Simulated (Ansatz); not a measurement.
Gas-phase electronic energies from Ansatz, PBE0-D4/def2-TZVP geometries. CCSD(T)/CBS is the MP2 limit (def2-TZVPP, def2-QZVPP) plus CCSD(T) − MP2 in def2-TZVPP, frozen cores. For Br, Ga outer-core shells are correlated without core-valence functions, which leaves a few kJ/mol of doubt a bond. Scalar relativity is left out up to krypton. Each species was taken in one conformer, which may not be the lowest.

Consider the redistribution: `NB[SiH2]O` + `[NH2][Ga]([Cl])[Br]` → `NB[SiH2]N` + `[OH][Ga]([Cl])[Br]`.

```json
{"species": "`NB[SiH2]O`", "CCSD(T)/CBS(def2) energy (Eh)": "-447.43338"}
{"species": "`[NH2][Ga]([Cl])[Br]`", "CCSD(T)/CBS(def2) energy (Eh)": "-5013.08446"}
{"species": "`NB[SiH2]N`", "CCSD(T)/CBS(def2) energy (Eh)": "-427.54638"}
{"species": "`[OH][Ga]([Cl])[Br]`", "CCSD(T)/CBS(def2) energy (Eh)": "-5032.95761"}
```

(1) Work out ΔE.

Largest T1 diagnostic among the species: 0.013.

## Answers

(1) ΔE = (-427.54638) + (-5032.95761) − (-447.43338) − (-5013.08446) = 0.01385 Eh = +36.4 kJ/mol.

From PBE to PBE0 (25 % exact exchange), in def2-TZVPP and without D4, ΔE moves by +4.0 kJ/mol. In def2-TZVPP, CCSD(T) changes the Hartree–Fock value by −6.0 kJ/mol (the triples alone add −1.6 kJ/mol) and MP2 by −5.3 kJ/mol. At CCSD(T), def2-SVP lies −7.5 kJ/mol from the extrapolated value and def2-TZVPP −3.5 kJ/mol.
